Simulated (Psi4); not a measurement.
Psi4 input (wB97X-D/6-311+G**):

```
memory 1500 MB

molecule {
0 2
N     1.34124600   -0.63112100    0.03977900
B     0.02705800    0.00406300    0.00419300
N    -1.17150600   -0.72202300    0.15891400
O    -0.05513700    1.35339300   -0.26907400
H     1.57586900   -1.09217500    0.91983700
H    -2.06291200   -0.31699700   -0.07307600
H    -1.20102400   -1.70756300    0.34658700
H     0.80569000    1.74128500   -0.45257300
symmetry c1
no_reorient
no_com
}

set {
  basis 6-311+G**
  reference uks
  scf_type df
  df_basis_scf def2-universal-jkfit
  dft_radial_points 99
  dft_spherical_points 590
  e_convergence 1e-8
  d_convergence 1e-7
  maxiter 150
}

e = energy('wb97x-d')
print_out(f'\nFINAL {e:.10f} DIPOLE {variable("CURRENT DIPOLE")[0]:.6f} {variable("CURRENT DIPOLE")[1]:.6f} {variable("CURRENT DIPOLE")[2]:.6f}\n')
```

From the output:

```
      61A      1.233813    62A      1.300295    63A      1.337579
      64A      1.396504    65A      1.442807    66A      1.495486
      67A      1.538912    68A      1.576995    69A      1.676597
      70A      1.710026    71A      1.731460    72A      1.830645
      73A      1.863483    74A      1.993286    75A      2.042353
      76A      2.104648    77A      2.168152    78A      2.221178
      79A      2.353223    80A      2.448104    81A      2.464303
      82A      2.517734    83A      2.531790    84A      2.593424
      85A      2.609436    86A      2.626517    87A      2.680281
      88A      2.753643    89A      2.868656    90A      2.914967
      91A      2.944323    92A      3.072623    93A      3.139985
      94A      3.174888    95A      3.243336    96A      3.295547
      97A      3.502301    98A      3.645232    99A      3.953538
     100A      3.965546   101A      4.057313   102A      4.256479
     103A      4.640428   104A      4.825307   105A      4.889298
     106A      5.072104   107A      5.404996   108A      5.687603
     109A     14.817434   110A     35.628611   111A     35.762274
     112A     50.019986

    Final Occupation by Irrep:
              A
    DOCC [    15 ]
    SOCC [     1 ]
    NA   [    16 ]
    NB   [    15 ]

  @DF-UKS Final Energy:  -212.04053704332688

   => Energetics <=

    Nuclear Repulsion Energy =            108.1060189485706218
    One-Electron Energy =                -502.6818483190423308
    Two-Electron Energy =                 201.9340664031284405
    DFT Exchange-Correlation Energy =     -19.3970663059768960
    Empirical Dispersion Energy =          -0.0017077700067212
    VV10 Nonlocal Energy =                  0.0000000000000000
    Total Energy =                       -212.0405370433268786

  UHF NO Occupations:
  HONO-2 :   14  A 1.9996043
  HONO-1 :   15  A 1.9990644
  HONO-0 :   16  A 1.0000000
  LUNO+0 :   17  A 0.0009356
  LUNO+1 :   18  A 0.0003957
  LUNO+2 :   19  A 0.0003203
  LUNO+3 :   20  A 0.0002635

Computation Completed

Properties will be evaluated at   0.000000,   0.000000,   0.000000 [a0]

Properties computed using the SCF density matrix

 Multipole Moments:

 ------------------------------------------------------------------------------------
     Multipole            Electronic (a.u.)      Nuclear  (a.u.)        Total (a.u.)
 ------------------------------------------------------------------------------------

 L = 1.  Multiply by 2.5417464519 to convert [e a0] to [Debye]
 Dipole X            :         -0.1774976           -0.0000057           -0.1775033
 Dipole Y            :         -0.3946132            0.0000019           -0.3946114
 Dipole Z            :          0.4467211           -0.0000019            0.4467192
 Magnitude           :                                                    0.6219193

 ------------------------------------------------------------------------------------

FINAL -212.0405370433 DIPOLE -0.177503 -0.394611 0.446719

*** Psi4 exiting successfully. Buy a developer a beer!
```

The geometry given is a B3LYP-D3(BJ)/def2-TZVP minimum.
